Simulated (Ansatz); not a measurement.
Reaction (isomerisation): `C1[SiH2]SCS1` → `CC1(S)[SiH2]S1`

Computed with Ansatz on PBE0-D4/def2-TZVP structures; ΔE is electronic, products minus reactants. CCSD(T)/CBS adds triple-zeta CCSD(T) − MP2 to the extrapolated MP2 energy (def2 sets, frozen cores). Functionals use def2-TZVPP. Each species was taken in one conformer, which may not be the lowest.

| level | ΔE (eV) |
| --- | --- |
| ωB97M-V | 0.91 |
| HF/CBS(def2) | 1.00 |

What does CCSD(T)/CBS give? (Best estimate.)

Ansatz gave: +0.89 eV. The listed levels differ from it by 0.02, 0.11 eV.

Largest T1 diagnostic among the species: 0.012.

From PBE to PBE0 (25 % exact exchange), in def2-TZVPP and without D4, ΔE moves by +0.08 eV. In def2-TZVPP, CCSD(T) changes the Hartree–Fock value by −0.13 eV (the triples alone add −0.03 eV) and MP2 by −0.17 eV.
